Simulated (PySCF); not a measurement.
Si(H)2(NCO)(OH) (CH3NO2Si), SMILES O=C=N[SiH2]O.

Geometry optimised at PBE0-D3(BJ)/def2-SVP. One conformer was computed; it need not be the lowest.

These are CAM-B3LYP/def2-TZVP (PySCF) values and carry that method's errors.

Gas-phase values at a fixed geometry.

- total energy = -534.72869 hartree
- highest occupied level = -10.01 eV
- lowest empty level = 0.76 eV
- orbital gap = 10.78 eV
- dipole moment = 2.07 D
- quadrupole, principal values (traceless, Buckingham form, about the centre of nuclear charge) = -11.04, 1.21, 9.82 D·Å
- mean static polarisability = 47.3 bohr³ (7.00 Å³)
- polarisability, principal values = 36.4, 37.5, 67.9 bohr³
